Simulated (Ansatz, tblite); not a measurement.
Removing an electron: [CoI(H2O)5]2+ (CoIO5H10²⁺). Total charge 2; singlet. Geometry: r2SCAN-D4/def2-SVP. Ansatz, gas phase; energy differences of separate SCF runs; the oxidised species was run as a doublet alone.

```xyz
17

Co    0.1460   -0.1827   -0.0103
I     1.7122   -2.1489   -0.1066
O    -1.1365    1.3910    0.0868
H    -1.7799    1.6534   -0.5937
H    -1.1356    2.0816    0.7718
O    -0.6956   -0.6452   -1.6780
H    -1.4871   -1.2085   -1.5628
H    -0.1429   -1.1133   -2.3361
O     0.8691    0.4363    1.6628
H     1.6150    1.0599    1.5551
H     1.1933   -0.2450    2.2856
O     1.4352    0.9381   -0.8922
H     1.1172    1.6118   -1.5228
H     2.2410    0.5287   -1.2670
O    -1.1959   -1.2366    0.8737
H    -0.9767   -2.1267    1.2144
H    -1.7790   -0.7940    1.5193
```

In the def2 sets I takes a core potential; there is no spin–orbit coupling. The xTB rows come from tblite. HOMO above LUMO, or a gap near zero within one spin, warns that the state may not be the lowest or that an electron is smeared out. The order of the spin states hangs on the level: the triplet lies 1.00 eV below the singlet at PBE0-D4/def2-TZVP, but 0.31 eV above it at PBE-D4/def2-TZVP. The triplet is doubtful at PBE0-D4/def2-TZVP (⟨S²⟩ 3.00, where a pure state has 2.00). The triplet is doubtful at PBE-D4/def2-TZVP (⟨S²⟩ 2.89, where a pure state has 2.00).

Estimate orbital energies and vertical ionisation energies at: GFN1-xTB; GFN2-xTB; PBE-D4/def2-TZVP; r2SCAN-D4/def2-TZVP; PBE0-D4/def2-TZVP; CAM-B3LYP-D4/def2-TZVP.


```json
{"level": "GFN1-xTB", "−HOMO (eV)": "20.06", "vertical IE (eV)": "23.57", "−LUMO (eV)": "18.76", "HOMO–LUMO gap (eV)": "1.30", "remarks": "–"}
{"level": "GFN2-xTB", "−HOMO (eV)": "18.51", "vertical IE (eV)": "21.75", "−LUMO (eV)": "17.69", "HOMO–LUMO gap (eV)": "0.81", "remarks": "–"}
{"level": "PBE-D4/def2-TZVP", "−HOMO (eV)": "14.06", "vertical IE (eV)": "17.12", "−LUMO (eV)": "13.37", "HOMO–LUMO gap (eV)": "0.69", "remarks": "gap within one spin near zero (+3 doublet), restricted SCF unstable in HF (+2 singlet)"}
{"level": "r2SCAN-D4/def2-TZVP", "−HOMO (eV)": "14.33", "vertical IE (eV)": "17.25", "−LUMO (eV)": "13.19", "HOMO–LUMO gap (eV)": "1.14", "remarks": "restricted SCF unstable in HF (+2 singlet), spin-contaminated (⟨S²⟩ 0.89) (+3 doublet)"}
{"level": "PBE0-D4/def2-TZVP", "−HOMO (eV)": "15.29", "vertical IE (eV)": "17.34", "−LUMO (eV)": "12.18", "HOMO–LUMO gap (eV)": "3.11", "remarks": "restricted SCF unstable in HF (+2 singlet)"}
{"level": "CAM-B3LYP-D4/def2-TZVP", "−HOMO (eV)": "16.57", "vertical IE (eV)": "17.41", "−LUMO (eV)": "11.12", "HOMO–LUMO gap (eV)": "5.44", "remarks": "restricted SCF unstable in HF (+2 singlet)"}
```

Run but left out: LDA (SPW92)/def2-TZVP (charge +3 doublet: an occupied level 0.08 eV above an empty one); BHLYP-D4/def2-TZVP (singlet: restricted singlet, unstable in another Hartree–Fock run and untested here).  Raw xTB energy differences between charge states are shifted by several eV; the methods need an empirical correction for them.
